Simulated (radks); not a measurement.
Values are calculated unless marked as measured or tabulated.
Os II, 75 electrons, occupied as [Kr] 4d10 4f14 5s2 5p5.5 5d6 6s1.5 (fractional occupations, a model configuration). Level of theory: scalar-relativistic Kohn-Sham, r2SCAN, spin-unpolarised, spherical densities, finite nucleus; meta-GGA in the generalised Kohn-Sham scheme; Fermi nuclear charge, rms radius 5.4126 fm (a radial shooting solver on a logarithmic mesh with Libxc functionals).

X-ray form factor f0, the Fourier transform of the density (f0(0) = 75):

sin(theta)/lambda (1/angstrom)  f0 (electrons)
0.05                                    74.030
0.1                                     71.444
0.15                                    67.949
0.2                                     64.170
0.25                                    60.449
0.3                                     56.920
0.4                                     50.541
0.5                                     45.041
0.6                                     40.315
0.8                                     32.626
1                                       26.705
1.25                                    21.393
1.5                                     17.976
2                                       14.176
